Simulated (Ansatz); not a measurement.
Au10O5, relaxed as a singlet with RKS PBE-D4/def2-SVP in Ansatz, starting from the GFN2-xTB geometry. Force threshold 0.03 eV/Å.

In the def2 sets Au takes a core potential; there is no spin–orbit coupling. The restricted singlet is unstable towards broken spin symmetry at other levels; at PBE-D4/def2-SVP this wasn't settled. Another isomer (singlet) lies 0.53 eV lower at PBE0-D4/def2-TZVP; other spin states weren't run for this one.

Start:

```xyz
15

Au   -0.500    6.420   -0.922
Au   -0.326   -2.739    3.077
Au    0.644   -2.825   -2.879
Au   -0.720   -1.774   -1.006
Au   -0.032   -4.092    0.815
Au    0.817   -6.467    1.473
Au    0.186    4.105    0.083
Au   -0.494    4.166    2.639
Au   -0.041    1.304   -0.963
Au    1.326    1.984   -3.005
O    -1.284   -0.039   -1.161
O     0.371   -4.675    2.581
O    -0.658    5.526    1.026
O     1.184    2.751   -0.787
O    -0.471   -3.644   -0.971
```

Question: Estimate the energy that the relaxation releases and the steps that it takes.

Answer: 445.0 kJ/mol, in 45 steps; 4.3 min on 2 threads of AMD EPYC 7R13 on a shared host and a share (18 GiB) of an NVIDIA H100 80GB HBM3. No frequencies were taken in this run, so the end may be a saddle point.

Question: Does the start keep its bonding and symmetry?

Answer: Bonds formed: Au2–Au8 (atoms count from 1). Metal–metal contacts that move far: Au9–Au10 2.55 to 3.32 Å, Au3–Au4 2.54 to 3.27 Å, Au7–Au8 2.65 to 3.34 Å, Au5–Au6 2.61 to 3.25 Å, Au1–Au7 2.61 to 3.22 Å.

Question: Predict the relaxed structure.

Answer: 
| atom | x (Å) | y (Å) | z (Å) |
| --- | --- | --- | --- |
| Au1 | -1.291 | 4.582 | 2.005 |
| Au2 | 0.129 | -0.943 | 2.379 |
| Au3 | 2.204 | -3.850 | -1.822 |
| Au4 | -0.525 | -2.041 | -1.851 |
| Au5 | 0.156 | -3.390 | 0.626 |
| Au6 | -1.683 | -3.461 | 3.309 |
| Au7 | 0.510 | 3.109 | -0.227 |
| Au8 | 0.331 | 1.557 | 2.722 |
| Au9 | -0.274 | 1.191 | -2.273 |
| Au10 | 0.084 | 4.353 | -3.211 |
| O11 | -1.354 | -0.399 | -2.458 |
| O12 | 0.183 | -3.069 | 2.616 |
| O13 | 0.355 | 3.426 | 1.738 |
| O14 | 0.949 | 2.820 | -2.195 |
| O15 | 0.227 | -3.885 | -1.360 |
Bond lengths (bridged metal pairs left out): 14 × Au–O 1.93 to 2.14 Å; 1 × Au–Au 2.53 Å.
